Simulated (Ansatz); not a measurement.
[AuCl2]- (AuCl2⁻), relaxed as a singlet with RKS B3LYP-D4/def2-TZVPD in Ansatz, starting from the GFN2-xTB geometry. Force threshold 0.02 eV/Å.

In the def2 sets Au takes a core potential; there is no spin–orbit coupling. The relaxation made no stability test and no search for a lower SCF solution.

Start:

| atom | x (Å) | y (Å) | z (Å) |
| --- | --- | --- | --- |
| Au1 | -0.002 | -0.001 | -0.001 |
| Cl2 | -1.054 | -0.292 | 1.992 |
| Cl3 | 1.056 | 0.293 | -1.991 |

```csv
step,energy (eV),largest force component (eV/Å),SCF passes
1,-28747.4121,0.619,16
2,-28747.4399,0.059,19
3,-28747.4402,0.003,20
```

Force components are those of the run's own axes.

End:

Cartesian coordinates in Å:
```
Au 0.000 0.000 0.000
Cl -1.077 -0.299 2.033
Cl 1.077 0.299 -2.033
```

By distances, no bond broke or formed. The bond that changes most is Au1–Cl2, from 2.27 to 2.32 Å (atoms count from 1).

No frequencies were taken in this run, so the end may be a saddle point.

It took 3.3 s on 4 threads of Arm Neoverse V2 on a shared host.
